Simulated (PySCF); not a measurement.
An excited-state job on `FC(F)(F)[C@@H]1CC[C@@H]1Br`.

Computed with TDDFT CAM-B3LYP/def2-SVPD, vertical, gas phase, core orbitals frozen in the response (PySCF 2.14.0, density-fitted response routines). Geometry: PBE0-D3(BJ)/def2-SVP. The command runs a driver script over a list of jobs; the input below is this job's line of settings and its coordinates in Å.

Command:
```bash
OMP_NUM_THREADS=1 python probes_run.py task.json out
```

Input:
```
{"job": {"kind": "uv", "xc": "CAM-B3LYP", "basis": "def2-SVPD", "dynamic": true, "nstates": 6, "ntriplets": 0}, "charge": 0, "multiplicity": 1}
F      2.256378     0.530029    -1.241642
C      1.353793     0.934375    -0.338167
F      2.002210     1.640918     0.584818
F      0.510022     1.757976    -0.969527
C      0.662612    -0.266790     0.259215
C     -0.226356    -1.018765    -0.759078
C     -1.469037    -0.329997    -0.159234
C     -0.621443    -0.024592     1.076487
Br    -0.909838     1.632430     2.030068
H      1.446617    -0.843014     0.771566
H     -0.209007    -2.102293    -0.579442
H     -0.010754    -0.834096    -1.820622
H     -2.378441    -0.926033    -0.001736
H     -1.723567     0.587388    -0.706364
H     -0.717314    -0.811428     1.835168
```

Output:
```
coarse grid: 63968 points
cycle   1  E = -3066.9630313731  dE =  5.003e-01  |g| = 9.142e-01  |ddm| = 6.387e+00
cycle   2  E = -3066.9139041516  dE =  4.913e-02  |g| = 1.138e+00  |ddm| = 2.623e+00
cycle   3  E = -3067.1218072913  dE = -2.079e-01  |g| = 6.811e-02  |ddm| = 1.420e+00
cycle   4  E = -3067.1225524831  dE = -7.452e-04  |g| = 2.789e-02  |ddm| = 1.703e-01
cycle   5  E = -3067.1227151964  dE = -1.627e-04  |g| = 7.337e-03  |ddm| = 8.272e-02
cycle   6  E = -3067.1227290864  dE = -1.389e-05  |g| = 2.143e-03  |ddm| = 1.814e-02
cycle   7  E = -3067.1227301822  dE = -1.096e-06  |g| = 7.142e-04  |ddm| = 6.419e-03
final grid: 136160 points
cycle   8  E = -3067.1226656903  dE = -7.076e-08  |g| = 8.331e-04  |ddm| = 8.381e-03
cycle   9  E = -3067.1226656250  dE =  6.526e-08  |g| = 1.014e-03  |ddm| = 3.655e-03
cycle  10  E = -3067.1226658276  dE = -2.026e-07  |g| = 5.728e-05  |ddm| = 1.902e-03
cycle  11  E = -3067.1226658282  dE = -6.767e-10  |g| = 1.634e-05  |ddm| = 1.250e-04
converged SCF energy = -3067.1226658282

Static polarisability (au): isotropic 79.883, principal 68.597 77.370 93.683

Singlet excitations
state   eV       nm        f      main configurations
  1   6.2162    199.5   0.00148   H->L 0.85
  2   6.2808    197.4   0.00112   H-1->L 0.86
  3   7.5112    165.1   0.03699   H->L+1 0.76, H->L+2 0.14
  4   7.5990    163.2   0.05169   H-1->L+1 0.77, H-1->L+2 0.14
  5   8.1679    151.8   0.04162   H->L+3 0.71
  6   8.2586    150.1   0.03573   H-1->L+3 0.68, H-1->L+4 0.09
```

The SCF starts on a coarse grid where the log names one; the energy can jump when the final grid takes over, and dE then counts from the start density on the new grid. H and L stand for HOMO and LUMO; the number after each pair is its weight.

Which computed singlet has the largest oscillator strength, and what do all of them sum to?

State 4 at 7.60 eV (163 nm), f = 0.052; the 6 states sum to 0.169.

How does the lowest singlet excitation compare with the HOMO–LUMO gap?

HOMO -9.35 eV and LUMO 0.74 eV give a gap of 10.09 eV; S1 at 6.22 eV lies 3.87 eV below it.

Summary of the converged run: HOMO -9.35 eV, LUMO 0.74 eV; lowest singlet 6.22 eV; mean polarisability 79.9 au.

 The CAM-B3LYP/def2-SVPD calculation is non-relativistic and has no spin–orbit coupling, an omission that weighs most on bromine.

On one thread, Intel Xeon at 2.50 GHz (x86_64), no GPU, shared host, this took 3.3 min wall and 1.4 GiB of memory at its peak.

One conformer stands for the species.
Labels such as C1 count atoms from 1, the log's own numbers from 0.
